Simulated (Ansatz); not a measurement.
SnH3(NEt2) (C₄H₁₃NSn), relaxed as a singlet with RKS PBE-D4/def2-SVP in Ansatz, starting from the GFN2-xTB geometry. Force threshold 0.02 eV/Å.

In the def2 sets Sn takes a core potential; there is no spin–orbit coupling. Another isomer (singlet) lies 0.63 eV lower at PBE0-D4/def2-TZVP; other spin states weren't run for this one.

Start:

```xyz
19

C    -0.318   -0.118   -1.239
C     0.694   -1.138   -1.751
C    -0.352   -0.436    1.172
C    -1.831   -0.332    1.528
N    -0.013    0.431    0.062
Sn    1.500    1.741    0.243
H     1.272    2.816   -0.999
H     1.254    2.433    1.729
H     3.085    1.165    0.183
H    -0.377    0.711   -1.951
H    -1.307   -0.579   -1.190
H     1.670   -0.669   -1.866
H     0.790   -1.969   -1.057
H     0.379   -1.527   -2.716
H    -0.096   -1.478    0.951
H     0.231   -0.137    2.047
H    -2.078    0.699    1.764
H    -2.454   -0.654    0.700
H    -2.048   -0.957    2.391
```

```csv
step,energy (eV),largest force component (eV/Å),SCF passes
1,-11668.1535,1.044,20
2,-11668.3727,0.269,19
3,-11668.3936,0.061,20
4,-11668.3950,0.018,20
5,-11668.3956,0.014,20
6,-11668.3966,0.055,19
7,-11668.3972,0.062,19
8,-11668.3978,0.058,19
9,-11668.3982,0.050,20
10,-11668.3986,0.037,19
11,-11668.3987,0.043,20
12,-11668.3990,0.023,20
13,-11668.3991,0.013,20
14,-11668.3993,0.018,19
```

Force components are those of the run's own axes.

End:

Cartesian coordinates in Å:
```
C -0.331 -0.011 -1.236
C 0.570 -1.157 -1.720
C -0.327 -0.331 1.225
C -1.831 -0.518 1.464
N -0.030 0.533 0.084
Sn 1.597 1.806 0.238
H 1.428 2.903 -1.087
H 1.420 2.570 1.777
H 3.152 1.023 0.160
H -0.290 0.822 -1.973
H -1.391 -0.355 -1.249
H 1.629 -0.829 -1.805
H 0.545 -2.022 -1.026
H 0.250 -1.523 -2.718
H 0.157 -1.339 1.146
H 0.114 0.134 2.135
H -2.330 0.465 1.587
H -2.325 -1.046 0.622
H -2.008 -1.123 2.377
```

By distances, no bond broke or formed. The bond that changes most is Sn6–H8, from 1.66 to 1.73 Å (atoms count from 1).

The force fell under the threshold at step 4, but the optimiser went on and released 0.004 eV more. No frequencies were taken in this run, so the end may be a saddle point.

It took 23 s on 4 threads of Arm Neoverse V2 on a shared host.
